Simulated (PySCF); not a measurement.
[W(NMe)Cl5]2-, CH3Cl5NW (charge -2 and doublet state).
Bonds: W1–N2, W1–Cl7, W1–Cl8, W1–Cl9, W1–Cl10, W1–Cl11, N2–C3. Hydrogens: H4, H5, H6 on C3.

Computed with PySCF 2.14.0, PBE0-D3(BJ)/def2-SVP geometry optimisation, gas phase, def2 core potentials past Kr.

**Question.** How far are the bound atoms from W1?

**Answer.** 6 atoms: N2 1.746 Å, Cl8 2.441 Å, Cl10 2.445 Å, Cl11 2.475 Å, Cl9 2.484 Å, Cl7 2.504 Å. The nearest atom not counted as bound is C3, at 3.06 Å.

**Question.** List the angles at W1.

**Answer.** 
```csv
angle,degrees,distance of the outer atoms (Å)
Cl8–W1–Cl9,175.0,4.92
Cl10–W1–Cl11,174.4,4.91
N2–W1–Cl7,168.4,4.23
N2–W1–Cl8,99.3,3.22
N2–W1–Cl10,97.9,3.19
Cl9–W1–Cl11,90.7,3.53
Cl9–W1–Cl10,90.3,3.49
Cl7–W1–Cl8,90.0,3.50
Cl8–W1–Cl11,89.7,3.47
Cl7–W1–Cl10,89.2,3.47
Cl8–W1–Cl10,88.8,3.42
N2–W1–Cl11,87.7,2.97
N2–W1–Cl9,85.6,2.92
Cl7–W1–Cl11,85.5,3.38
Cl7–W1–Cl9,85.1,3.37
```

**Question.** What is the shape at W1?

**Answer.** Distorted octahedral: the three widest angles are 175.0°, 174.4° and 168.4°, the others run from 85.1° to 99.3°. The W–Cl distances aren't all alike: 2.441 to 2.504 Å.

**Question.** What are the other bond lengths?

**Answer.** N2–C3 1.396 Å; C3–H4, C3–H5, C3–H6 1.110 Å.

**Question.** Give some angles away from the centre.

**Answer.** W1–N2–C3 153.6°.

**Question.** What are the rotational constants (commonest isotopes, rigid rotor)?

**Answer.** A = 641.7, B = 607.1, C = 566.4 MHz: an asymmetric top.

Point group: near Cs, missed by 0.27 Å at most; the miss may be what the optimiser left on a soft mode. Charge -2, doublet. ⟨S²⟩ = 0.765 (exact for a doublet: 0.75). Whether so highly charged an anion holds all its electrons in the gas phase wasn't checked; a finite basis holds them in any case. The ion is multiply charged and computed without counter-ions or solvent. Whether it is a minimum is left open (no frequencies).

For an open-shell metal species like this, the optimisation's SCF solution wasn't tested for stability and no frequencies at its level were run, so a lower state or another shape may exist.
